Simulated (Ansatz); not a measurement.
```yaml
atoms:
  - { symbol: Ni, position_ang: [0.0000, 0.0000, 0.0000] }
  - { symbol: Ni, position_ang: [0.0000, 0.0000, 3.2310] }
```

Basis set: pcseg-2 (spherical functions). Charge 0, multiplicity 1.

Computed with Ansatz (development build ahead of 0.2.0); each method stands on the lowest determinant of its kind that the runs found.

**Question.** Give the atomization energy at this shape (free ground-state atoms in the same class of orbitals less the molecule, no zero-point energy) of singlet Ni2 by PBE (unrestricted), PBE0 (unrestricted).

**Answer.**

```json
{"method": "PBE (unrestricted)", "atomization energy": "94.1 kJ/mol"}
{"method": "PBE0 (unrestricted)", "atomization energy": "69.7 kJ/mol"}
```

Caution: the shape is not the minimum; the unrestricted determinant is a mixture of spin states.
